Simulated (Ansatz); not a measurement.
`C[As](C)[SiH3]`. Charge 0, multiplicity 1. Geometry: relaxed with PBE0-D4/def2-TZVP.

```xyz
13

C     1.158   -0.845    1.052
As   -0.703   -0.208    0.869
C    -0.292    1.686    0.487
Si   -0.955   -0.857   -1.384
H     1.164   -1.935    1.079
H     1.792   -0.498    0.235
H     1.555   -0.475    1.999
H     0.480    1.791   -0.276
H    -1.200    2.192    0.158
H     0.049    2.155    1.411
H    -2.212   -0.284   -1.938
H     0.190   -0.382   -2.214
H    -1.026   -2.340   -1.478
```

What is the dipole moment at r2SCAN/def2-TZVPP? (An estimate is asked.)

Computed: 1.16 D, with components (0.99, 0.60, 0.14) D in this frame, pointing from negative to positive charge.

And with PBE, B3LYP, ωB97M-V? (Best estimate.)

Computed: PBE 1.12 D, B3LYP 1.05 D, ωB97M-V 1.03 D.

Give the Mulliken charges with r2SCAN, B3LYP, PBE in def2-TZVPP. (Estimate.)

Ansatz gave: 
```json
{"atom": "C1", "r2SCAN": "-0.31", "B3LYP": "-0.41", "PBE": "-0.40"}
{"atom": "As2", "r2SCAN": "0.12", "B3LYP": "0.15", "PBE": "0.13"}
{"atom": "C3", "r2SCAN": "-0.31", "B3LYP": "-0.41", "PBE": "-0.40"}
{"atom": "Si4", "r2SCAN": "0.15", "B3LYP": "0.15", "PBE": "0.08"}
{"atom": "H5", "r2SCAN": "0.10", "B3LYP": "0.13", "PBE": "0.13"}
{"atom": "H6", "r2SCAN": "0.08", "B3LYP": "0.11", "PBE": "0.11"}
{"atom": "H7", "r2SCAN": "0.09", "B3LYP": "0.12", "PBE": "0.12"}
{"atom": "H8", "r2SCAN": "0.08", "B3LYP": "0.11", "PBE": "0.11"}
{"atom": "H9", "r2SCAN": "0.10", "B3LYP": "0.13", "PBE": "0.13"}
{"atom": "H10", "r2SCAN": "0.09", "B3LYP": "0.12", "PBE": "0.12"}
{"atom": "H11", "r2SCAN": "-0.06", "B3LYP": "-0.06", "PBE": "-0.05"}
{"atom": "H12", "r2SCAN": "-0.07", "B3LYP": "-0.07", "PBE": "-0.05"}
{"atom": "H13", "r2SCAN": "-0.06", "B3LYP": "-0.06", "PBE": "-0.05"}
```

B3LYP here is the variant with VWN-RPA as its local correlation; programs differ in this.
